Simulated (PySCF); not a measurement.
# LaSi: energy against distance

Set-up: La x2c-SVPall, Si x2c-SVPall; spin-free X2C with a Gaussian nucleus (PySCF 2.14). Energies in eV from La (5d1 6s2) + Si in their ground configurations at the same level. State: quartet, about 0.0 electrons in the 4f shell (Mulliken).

| R (Å) | UHF-CCSD |
| --- | --- |
| 2.333 | -1.509 |
| 2.437 | -1.884 |
| 2.514 | -2.031 |
| 2.592 | -2.080 |
| 2.670 | -2.073 |
| 2.773 | -1.984 |
| 2.903 | -1.794 |
| 3.059 | -1.511 |

Correlated steps freeze 23 core orbitals. Correlated levels converge slowly with the basis: in double zeta they bind strong bonds too weakly, by up to about 1 eV, and carry superposition errors of some tenths. These are scalar-relativistic numbers at best; spin–orbit coupling would shift them, the dissociation energy most. The state is the lowest single determinant that the PBE0 search found; with open d or f shells the true ground state can be another one.
